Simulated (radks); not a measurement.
Q: These are the eigenvalues of the occupied orbitals of an atom or ion with whole-number occupations (eV). Method: scalar-relativistic Kohn-Sham, LDA (Slater exchange, Perdew-Zunger correlation), spin-polarised, spherical densities, point nucleus; computed with a radial shooting solver on a logarithmic mesh with Libxc functionals.

| orbital | eigenvalue |
|---|---|
| 1s up | -14676.16 |
| 1s down | -14668.74 |
| 2s up | -2994.861 |
| 2p up | -2812.636 |
| 2p down | -2803.098 |

Which element is it, and in what charge state? The configuration may be excited. Open shells, if any, are filled with parallel spins first.

A: Z = 35, bromine, charge +26: Br26+ in [He] 2s1 2p6. The list shows which subshells hold electrons but not how many an open one holds; the 1s level, -539.34 hartree, gives Z - s = 32.8 by -(Z - s)^2/2, which with screening and relativity narrows Z to a few neighbours, and the depths of the outer levels then fix element, charge and occupations together.
